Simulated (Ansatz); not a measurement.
Consider the cleavage of the Si–Si bond: `N[SiH2][Si](N)(O)O` + `N[SiH](F)S` → `N[SiH2]S[SiH](N)F` + `N[SiH](O)O`.

Computed with Ansatz on PBE0-D4/def2-TZVP structures; ΔE is electronic, products minus reactants. CCSD(T)/CBS is the MP2 limit (def2-TZVPP, def2-QZVPP) plus CCSD(T) − MP2 in def2-TZVPP, frozen cores. This one scheme is used for every species. Functionals use def2-TZVPP. B3LYP here is the variant with VWN-RPA as its local correlation; programs differ in this. Each species was taken in one conformer, which may not be the lowest.

```csv
level,ΔE (eV)
PBE0-D4,-0.89
ωB97X-V,-0.90
B2PLYP,-0.92
B3LYP,-0.84
```

Task: What does CCSD(T)/CBS give? (An estimate is asked.)

Result: Computed: -0.95 eV. The listed levels differ from it by 0.06, 0.05, 0.03, 0.11 eV.

Largest T1 diagnostic among the species: 0.012.

The D4 term adds −0.06 eV with B3LYP and −0.03 eV with PBE0; it sums over pairs of atoms, weighted by their polarisabilities, and B3LYP, whose exchange is more repulsive, gets the larger term. From PBE to PBE0 (25 % exact exchange), in def2-TZVPP and without D4, ΔE moves by −0.06 eV.
